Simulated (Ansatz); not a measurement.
Ansatz (a first-principles code) input file for Zn(I)(GeH3) (GeH3IZn), SMILES [Zn]([GeH3])[I], PBE/def2-SVPD. The structure is a stationary point at PBE0-D3(BJ)/def2-SVP. The structure was generated by enumeration; whether it is a known compound was not checked. The def2 effective core potentials stand for the cores of I; spin–orbit coupling is left out.

Ansatz 0.2 input:
```yaml
crystal:
  periodic: [false, false, false]
  atoms:
    - {symbol: Zn, position_ang: [-0.00000000, -0.00000000, 0.37807765]}
    - {symbol: I, position_ang: [0.00000000, 0.00000000, -2.07184174]}
    - {symbol: Ge, position_ang: [0.00000000, 0.00000000, 2.76546477]}
    - {symbol: H, position_ang: [1.24446918, 0.71849462, 3.32347010]}
    - {symbol: H, position_ang: [-1.24446918, 0.71849462, 3.32347010]}
    - {symbol: H, position_ang: [-0.00000001, -1.43698923, 3.32347009]}
basis:
  gaussian:
    orbitals: def2-SVPD
hamiltonian:
  xc: {name: PBE}
```

Log of the run:

```
WARN ansatz: RAYON_NUM_THREADS=1 ignored (pool sized by the plan → 1); use --threads N
Functional definition: PBE
integrals: 0.08 GiB planned
1361 factors; their error is unknown
mean field: 0.43 GiB planned
mean field evaluation 1: about -113055.0549 eV, gradient 5.2e1 eV
mean field evaluation 2: about -113046.7205 eV, gradient 8.6e1 eV
mean field evaluation 4: about -113059.0505 eV, gradient 3.5e0 eV
mean field evaluation 8: about -113059.0944 eV, gradient 1.9e-1 eV
mean field evaluation 16: about -113059.0534 eV, gradient 1.4e-5 eV
mean field -113059.05339574 eV, -4154.8435781147 hartree, gradient 1.4e-5 eV, S^2 0.000000; 0 other end points of the search recorded, 0 dependent functions left out
reference -113059.05345371 eV, -4154.8435802451 hartree; 45, 45 occupied and 86, 86 virtual orbitals, 1361 factors
Total energy: -113059.05345371 eV, -4154.8435802451 hartree
```

The calculation finished and met its thresholds.
